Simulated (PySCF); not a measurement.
Cl2HOZr, SMILES [OH][Zr+]([Cl])[Cl], charge +1, multiplicity 1.

The structure is a stationary point at PBE0-D3(BJ)/def2-SVP. The multiplicity is an assumed one; other spin states were not compared. The isomer is the one that the SMILES or the coordinates give; other isomers of the formula were not compared. The def2 effective core potentials stand for the cores of Zr; spin–orbit coupling is left out. Other conformers were not sampled.

Level of theory: TDDFT-B3LYP/def2-SVPD in PySCF.

Vertical excitations. Isolated molecule, no solvent. State labels are in the subgroup Cs.

```
state  symmetry  energy (eV)  λ (nm)      f                                                main pairs
-----  --------  -----------  ------  -----  --------------------------------------------------------
S1           A"         4.01     310  0.003                                            HOMO→LUMO 98 %
S2           A"         4.40     282  0.015                                          HOMO−1→LUMO 96 %
S3           A'         4.41     281  0.006                                          HOMO−2→LUMO 96 %
S4           A'         4.74     262  0.000                        HOMO→LUMO+1 80 %, HOMO−3→LUMO 17 %
S5           A'         4.77     260  0.004                        HOMO−3→LUMO 77 %, HOMO→LUMO+1 18 %
S6           A"         5.09     244  0.000    HOMO−4→LUMO 52 %, HOMO→LUMO+2 28 %, HOMO−2→LUMO+1 17 %
S7           A"         5.12     242  0.001    HOMO−4→LUMO 45 %, HOMO−2→LUMO+1 34 %, HOMO→LUMO+2 18 %
S8           A'         5.28     235  0.013                      HOMO−1→LUMO+1 77 %, HOMO−5→LUMO 13 %
S9           A"         5.36     231  0.015  HOMO→LUMO+2 35 %, HOMO−3→LUMO+1 30 %, HOMO−2→LUMO+1 26 %
S10          A'         5.44     228  0.002                                          HOMO−5→LUMO 84 %
T1           A"         3.93     316      0                                            HOMO→LUMO 98 %
T2           A"         4.21     295      0                                          HOMO−1→LUMO 95 %
T3           A'         4.24     292      0                                          HOMO−2→LUMO 88 %
T4           A'         4.47     277      0                        HOMO−3→LUMO 64 %, HOMO→LUMO+1 24 %
```
Triplets are in the Tamm–Dancoff approximation, which puts them higher than full response would, so one can lie above its singlet here.
